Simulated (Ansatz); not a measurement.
Z-matrix (Å, degrees):
```
Si
B 1 1.889
O 1 1.728 2 44.2
H 1 1.484 2 125.1 3 87.8
H 1 1.484 2 125.1 3 -87.8
N 2 1.384 1 166.3 3 180.0
H 6 1.003 2 122.8 1 0.0
H 6 1.007 2 122.3 1 -180.0
```

The species carries charge 0 and has multiplicity 1.

Question: List the PBE/def2-TZVPP orbital energies in eV (the Gaussian-basis code of Ansatz). (Best estimate.)

Answer: Computed: Occupied: -1779.81, -510.28, -380.66, -177.57, -137.52, -94.33, -94.22, -94.20, -25.02, -21.78, -13.17, -12.69, -12.47, -10.72, -9.63, -9.27, -7.89, -6.78, -5.66. Lowest empty: -1.27, -0.44, 0.26, 0.61, 1.08, 1.60, 2.19, 3.12.
